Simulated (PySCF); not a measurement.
Identify the unknown among the candidates.

All candidates are C6H7FO.

* Dipole: 0.95 D [PBE0/def2-SVPD]
* Rotational structure: rotational constants A, B, C: 3.037, 1.897, 1.277 GHz [GFN2-xTB]
* Polarisability: 72.3 au [PBE0/def2-SVPD]
* Triplet: lowest triplet excitation (Tamm–Dancoff): 3.90 eV [TDA PBE0/def2-SVPD]
* UV, first state: lowest singlet excitation: 5.92 eV (209 nm, f = 0.226) [TDDFT PBE0/def2-SVPD]

The electronic properties come from PySCF, for the isolated species, density fitting. Levels stand in brackets. One conformer (not necessarily the lowest) at the GFN2-xTB geometry, without solvent, vibrations or thermal averaging.

Task: Which candidate is it?
A. `C=CO/C=C(/F)C=C`
B. `CCc1occc1F`
C. `FCC1=COC=CC1`

Result: B. It is `CCc1occc1F`. Numbering: `[CH3:1][CH2:2][c:3]1[o:4][cH:5][cH:6][c:7]1[F:8]`. Its formula, C6H7FO, gives 3 degrees of unsaturation: 1 ring and 2 π bonds in the structure found (Kekulé form). The optimised geometry has point group C1 and is an asymmetric top.

The others, at the same levels:
- `FCC1=COC=CC1` fails: its computed lowest singlet excitation is 5.11 eV (243 nm, f = 0.034) (against 5.92 eV), rotational constant A is 4.592 GHz (against 3.037 GHz) and smallest rotational constant is 1.119 GHz (against 1.277 GHz).
- `C=CO/C=C(/F)C=C` fails: its computed lowest singlet excitation is 4.79 eV (259 nm, f = 0.582) (against 5.92 eV), lowest triplet excitation (Tamm–Dancoff) is 2.82 eV (against 3.90 eV) and static isotropic polarisability is 91.3 au (against 72.3 au).

Each candidate is one conformer, not necessarily the lowest. Dipoles, sizes and rotational constants follow the conformer. The torsions of the flexible species, by atom-mapped SMILES:
- `[CH3:1][CH2:2][c:3]1[o:4][cH:5][cH:6][c:7]1[F:8]`: C1–C2–C3–O4 -84°
- `[F:1][CH2:2][C:3]1=[CH:4][O:5][CH:6]=[CH:7][CH2:8]1`: F1–C2–C3–C4 0°
- `[CH2:1]=[CH:2][O:3]/[CH:4]=[C:5](/[F:6])[CH:7]=[CH2:8]`: C1–C2–O3–C4 180°, C2–O3–C4–C5 180°, C4–C5–C7–C8 180°
